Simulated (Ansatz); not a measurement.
CH₆FNSi₂, SMILES `FC1([SiH3])N[SiH2]1` at its PBE0-D4/def2-TZVP geometry, where that method's forces vanish. Total charge 0; spin multiplicity 1.

```xyz
11

F    -0.8217    1.8384    0.1801
C    -0.2903    0.5628   -0.0281
Si    1.2247    0.3008    1.0539
N    -0.2788    0.1769   -1.4056
Si   -1.3933   -0.8252   -0.5998
H     2.3619    1.1279    0.5640
H     1.5964   -1.1360    0.9540
H     0.9274    0.6478    2.4651
H     0.5451    0.1651   -1.9838
H    -2.8213   -0.6281   -0.9210
H    -1.0500   -2.2304   -0.2788
```

(1) What forces (eV/Å) does r2SCAN-D4/def2-TZVPP give on these atoms in Ansatz 0.2.0? (An estimate is asked.)

## Answers

(1) The calculation gave: 
```
F1  -0.160  0.391  0.054
C2   0.247 -0.275  0.164
Si3  0.028 -0.006  0.029
N4  -0.027  0.013 -0.226
Si5 -0.142 -0.150  0.030
H6  -0.021 -0.010  0.009
H7  -0.005  0.032  0.002
H8   0.008 -0.004 -0.026
H9   0.055 -0.004 -0.015
H10  0.020  0.004 -0.009
H11 -0.003  0.010 -0.013
```
